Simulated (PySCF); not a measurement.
**How the method moves the HOMO and LUMO of `C=C(Cl)CBP`**

Species: C3H7BClP.
Z-matrix (Å and degrees, PBE0-D3(BJ)/def2-SVP geometry), rows numbered from 1:
```
C 
C   1  1.3331
Cl  2  1.7479  1  119.57
C   2  1.4913  1  126.88  3   178.49
B   4  1.5749  2  118.15  1  -112.22
P   5  1.8781  4  125.69  2    -9.17
H   1  1.0924  2  119.51  3   179.81
H   1  1.0908  2  121.81  3    -0.13
H   4  1.1051  2  109.79  1    10.56
H   4  1.1079  2  110.08  1   125.35
H   5  1.2107  4  117.40  2   178.07
H   6  1.4207  5  103.05  4    39.74
H   6  1.4213  5  100.35  4   142.21
```

Basis pcSseg-1 throughout (PySCF), one geometry. The structure is a single PBE0-D3(BJ)/def2-SVP conformer in the gas phase; no vibrational or solvent corrections.

Question: How do the orbital energies, the gap and the dipole change with the method?

Answer: 
```tsv
method	kind	HOMO (eV)	LUMO (eV)	gap (eV)	μ (D)	SCF cycles
BLYP	GGA	-5.98	-2.22	3.76	1.88	14
B97-D	GGA	-6.11	-2.23	3.89	2.02	14
OPBE	GGA	-6.15	-2.30	3.85	2.12	15
PBE	GGA	-6.16	-2.41	3.75	1.99	15
KT3	GGA	-6.18	-2.33	3.85	1.98	15
KT2	GGA	-6.19	-2.42	3.77	2.01	15
BP86	GGA	-6.27	-2.49	3.78	2.03	14
LDA	LDA	-6.32	-2.62	3.69	2.04	14
B97-2	global hybrid	-7.07	-1.49	5.58	2.23	14
B3LYP	global hybrid	-7.07	-1.67	5.40	2.09	14
PBE0	global hybrid	-7.31	-1.50	5.81	2.24	14
mPW1PW91	global hybrid	-7.34	-1.50	5.83	2.25	14
BHandHLYP	global hybrid	-8.26	-0.44	7.82	2.33	12
CAM-B3LYP	range-separated hybrid	-8.57	-0.36	8.22	2.23	12
wB97X-D	range-separated hybrid	-9.15	0.32	9.47	2.38	13
HF	Hartree–Fock	-9.73	2.07	11.81	2.66	11
LC-wPBE	range-separated hybrid	-9.95	0.72	10.67	2.47	14
```

The HOMO spans 3.97 eV, from BLYP down to LC-wPBE, and the gap runs from 3.69 eV (LDA) to 11.81 eV (HF). Over the methods BLYP (0 %), B97-D (0 %), OPBE (0 %), PBE (0 %), KT3 (0 %), KT2 (0 %), BP86 (0 %), LDA (0 %), B97-2 (21 %), B3LYP (20 %), PBE0 (25 %), mPW1PW91 (25 %), BHandHLYP (50 %), HF (100 %), a straight line through the gap against the share of exact exchange rises by 0.80 eV for each 10 % (correlation coefficient 1.000). The dipole ranges from 1.88 D (BLYP) to 2.66 D (HF). This basis has no diffuse functions.
